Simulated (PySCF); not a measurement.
## Electron correlation in C (carbon, neutral)

[He] 2s2 2p2, high-spin 3P determinant. All numbers are calculated (PySCF 2.14, no relativity, point nucleus, in dyall-av3z). Frozen: 1s2; 4 electrons correlated; the 14 highest virtual orbitals of each spin left out.

| level | correlation energy (mhartree) |
| --- | --- |
| CCSD | -89.41 |
| (T) | -2.24 |
| CCSD(T) | -91.65 |

Diagnostics: T1 = 0.0099, D1 = 0.0187, largest double amplitude 0.065.

Cost of the coupled-cluster step: of the order of 2.7 core-seconds, for 4 correlated electrons.

Iterations:

```
CC2 = 0
CCSD nocc = (np.int64(3), np.int64(1)), nmo = (56, 56)
frozen orbitals [[0, 57, 58, 59, 60, 61, 62, 63, 64, 65, 66, 67, 68, 69, 70], [0, 57, 58, 59, 60, 61, 62, 63, 64, 65, 66, 67, 68, 69, 70]]
max_cycle = 100
direct = 0
conv_tol = 1e-08
conv_tol_normt = 1e-06
diis_space = 8
diis_start_cycle = 0
Init t2, MP2 energy = -0.0696325583171552
Init E_corr(UCCSD) = -0.069632558320409
cycle = 1  E_corr(UCCSD) = -0.0826031680779312  dE = -0.0129706098  norm(t1,t2) = 0.0459732
cycle = 2  E_corr(UCCSD) = -0.0864419437483408  dE = -0.00383877567  norm(t1,t2) = 0.0207109
cycle = 3  E_corr(UCCSD) = -0.0894524372300702  dE = -0.00301049348  norm(t1,t2) = 0.010775
cycle = 4  E_corr(UCCSD) = -0.0893917375553683  dE = 6.06996747e-05  norm(t1,t2) = 0.00157527
cycle = 5  E_corr(UCCSD) = -0.0894122300109997  dE = -2.04924556e-05  norm(t1,t2) = 0.00029382
cycle = 6  E_corr(UCCSD) = -0.0894058552861171  dE = 6.37472488e-06  norm(t1,t2) = 6.68515e-05
cycle = 7  E_corr(UCCSD) = -0.0894080872691464  dE = -2.23198303e-06  norm(t1,t2) = 1.84621e-05
cycle = 8  E_corr(UCCSD) = -0.08940824140694  dE = -1.54137794e-07  norm(t1,t2) = 5.55425e-06
cycle = 9  E_corr(UCCSD) = -0.0894080334735829  dE = 2.07933357e-07  norm(t1,t2) = 1.7971e-06
cycle = 10  E_corr(UCCSD) = -0.0894081040415303  dE = -7.05679475e-08  norm(t1,t2) = 5.62828e-07
cycle = 11  E_corr(UCCSD) = -0.0894081027208501  dE = 1.32068019e-09  norm(t1,t2) = 1.32996e-07
UCCSD converged
E(UCCSD) = -37.78304173363599  E_corr = -0.08940810272085012
UCCSD(T) correction = -0.00223812562913727
```
